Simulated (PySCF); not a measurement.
XPS shifts beside NMR shieldings

1,1-dimethylpropyl formate, C₆H₁₂O₂.
Geometry (PBE0-D3(BJ)/def2-SVP, Å), atoms numbered from 1 in this order:
```
atom  x, y, z in Å
C1    -1.8752    0.5796    0.6738
C2    -0.6468   -0.2495    1.0103
C3     0.2758   -0.5745   -0.1720
C4    -0.4320   -1.3904   -1.2423
C5     1.5326   -1.2945    0.3005
O6     0.6443    0.6474   -0.8779
C7     1.3037    1.6291   -0.2811
O8     1.6830    1.6725    0.8559
H9    -2.5482    0.0666   -0.0297
H10   -2.4542    0.7942    1.5840
H11   -1.5994    1.5455    0.2243
H12   -0.9519   -1.2154    1.4469
H13   -0.0498    0.2660    1.7763
H14   -0.7869   -2.3421   -0.8210
H15   -1.2924   -0.8446   -1.6530
H16    0.2571   -1.6091   -2.0706
H17    1.2577   -2.2688    0.7307
H18    2.0622   -0.7100    1.0632
H19    2.2113   -1.4742   -0.5467
H20    1.4633    2.4450   -1.0198
```

Binding energies: delta-SCF UKS SCAN, pcX-2 on the ionised atom, pcseg-1 elsewhere, spin-free X2C in PySCF. Shieldings: GIAO PBE0/pcSseg-1, non-relativistic, same geometry.

```tsv
atom	C 1s (eV)
C1	290.62
C2	290.57
C3	292.35
C4	290.70
C7	294.58
```

What are the absolute isotropic shieldings of these atoms?

```csv
atom,environment,C 1s (eV),isotropic shielding (ppm)
C2,chain CH2 carbon,290.57,153.3
C1,methyl carbon,290.62,175.5
C4,methyl carbon,290.70,156.8
C3,sp3 carbon bound to oxygen,292.35,103.2
C7,ester carbonyl carbon,294.58,20.4
```

Among the listed atoms, is the one with the highest binding energy also the least shielded?

Yes: C7 has both (294.58 eV, 20.4 ppm).

By binding energy: C2 ≈ C1 < C4 < C3 < C7. By shielding: C7 < C3 < C2 < C4 < C1.

Of atoms equivalent by bonding only the ionised one is listed; its partners' own values can differ in this conformer. One conformer (not necessarily the lowest) at the PBE0-D3(BJ)/def2-SVP geometry, without solvent, vibrations or thermal averaging.
